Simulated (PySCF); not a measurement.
Molecule: C4H4N, charge -1, multiplicity 1. It need not be the lowest isomer of its formula. Whether it binds its extra electron was not tested at this geometry. 
Coordinates optimised at B3LYP-D3(BJ)/def2-TZVP (Ansatz):
```xyz
9

C     -2.3542     0.0761    -0.0737
C     -1.1385     0.1853     0.4786
C      0.1016    -0.6976     0.1850
C      1.3004     0.0520    -0.1856
N      2.2237     0.6872    -0.4664
H     -2.3393    -0.7409    -0.8354
H     -0.9116     0.9305     1.2508
H     -0.1445    -1.3812    -0.6313
H      0.3733    -1.3133     1.0544
```
Charge -1, spin multiplicity 1.

Dispersion corrections to the total energy (kcal/mol) from the dftd3 and dftd4 libraries through PySCF: D3(BJ) without and D4 with the three-body term, each with the damping fitted for the functional named.

| functional | D3(BJ) | D4 |
|---|---|---|
| TPSSh | -4.62 | -5.29 |
| HF | -32.90 | -16.22 |
| BHLYP | [?] | -4.75 |
| B2GP-PLYP | [?] | -1.80 |
| HSE06 | -2.54 | -3.32 |
| PBE | [?] | -4.29 |
| CAM-B3LYP | -3.03 | -3.60 |

Question: What belongs in the gaps?

Answer: 
- BHLYP, D3(BJ): -5.27
- B2GP-PLYP, D3(BJ): -2.28
- PBE, D3(BJ): -4.05
